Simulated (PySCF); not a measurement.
Structure with atom numbers: `[CH3:1][O:2][CH2:3][SiH2:4][n:5]1[cH:6][cH:7][cH:8][cH:9]1`; H(Xn) means a hydrogen on atom n.

[PySCF 2.14.0 with density-fitted response routines: PBE0-D3(BJ)/def2-SVP geometry; KT2/pcSseg-1 with gauge-including orbitals; one computed conformer; relativity neglected; averaged over atoms made equivalent by symmetry, fast rotation or ring inversion; gas phase]

δ = σ(ref) − σ, references computed at the same level: ¹³C and ¹H and ²⁹Si against TMS; H2O for ¹⁷O; NH3 for ¹⁵N.

| atoms | nucleus | count | δ (ppm) |
| --- | --- | --- | --- |
| O2 | ¹⁷O | 1 | ? |
| H(C1) | ¹H | 3 | 3.35 |
| Si4 | ²⁹Si | 1 | -42.2 |
| H(C6)/H(C9) | ¹H | 2 | ? |
| H(C3) | ¹H | 2 | ? |
| C1 | ¹³C | 1 | 61.7 |
| H(Si4) | ¹H | 2 | 5.12 |
| C6/C9 | ¹³C | 2 | 118.5 |
| C3 | ¹³C | 1 | 62.5 |
| H(C7)/H(C8) | ¹H | 2 | 6.33 |
| C7/C8 | ¹³C | 2 | ? |
| N5 | ¹⁵N | 1 | 168.5 |

Q: Estimate the values marked ?.

A: 
- C7/C8: 108.7 ppm, aromatic CH
- H(C6)/H(C9): 6.57 ppm, hydrogen on an aromatic CH next to a ring nitrogen; the ring current deshields protons in the ring plane
- H(C3): 3.37 ppm, hydrogen on an sp3 CH2 bonded to O and Si; its carbon carries O, an electronegative neighbour
- O2: -7.4 ppm, ether oxygen

Shifts are as computed. Against solution values, carbons near 30 ppm lie about +2 ppm off and those near 130 ppm about -5 ppm. Of 1211 compounds with measured shifts, 218 miss one by over three times the rms of a fit or turn the order of signals round; such compounds aren't used in these exercises. Experimental scales use liquid or dissolved standards, which lie at an offset from isolated NH3 (liquid NH3: subtract about 20 ppm) and H2O (liquid H2O: subtract about 36 ppm). Unscaled 15N shifts of sp2 nitrogen come out 20 to 40 ppm too high even then.
